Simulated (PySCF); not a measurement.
# TeO₂Cl₂ at several levels of theory

All levels use the PBE0 minimum (singlet; Te–Cl 2.341 Å (×2), Te–O 1.799 Å (×2); Cl–Te–Cl 97.5°, Cl–Te–O 107.5° (×4), O–Te–O 125.6°), basis [Te def2-SVP with ECP28, O def2-SVP, Cl def2-SVP], scalar-relativistic core potentials, density fitting, no spin–orbit coupling, PySCF. For vertical energies the ionised species is a doublet (spins chosen at PBE0 and kept) and the electron-attached one a doublet. Atomisation goes to high-spin ground-configuration atoms, without zero-point energy. Open shells are unrestricted, also as the reference of the correlated levels. A dash marks a value that was not computed or is not defined at that level.

| level | atomisation (kJ/mol) | vertical IP (eV) | vertical EA (eV) | −ε(HOMO) (eV) | gap (eV) | dipole (D) |
| --- | --- | --- | --- | --- | --- | --- |
| PBE0 | 982 | 11.45 | 2.41 | 9.51 | 4.96 | 1.54 |
| HF | 126 | 10.19 | 1.76 | 13.77 | 13.03 | 2.05 |
| MP2 | – | 12.44 | 1.65 | – | – | – |
| PBE | 1171 | 10.96 | 2.19 | 7.79 | 2.51 | 1.35 |
| CCSD(T) | – | 11.18 | – | – | – | – |
| r2SCAN | – | 11.30 | 2.41 | 8.31 | 2.96 | 1.36 |

For TeO₂Cl₂ itself CCSD(T) correlates 42 electrons; T1 = 0.023, D1 = 0.095, (T) = -82 kJ/mol. T1 is large, so the single-reference value is itself in doubt.

Spin contamination in at least one species weakens the values at: HF, MP2, CCSD(T).

Without diffuse functions attachment energies tend to come out too low.
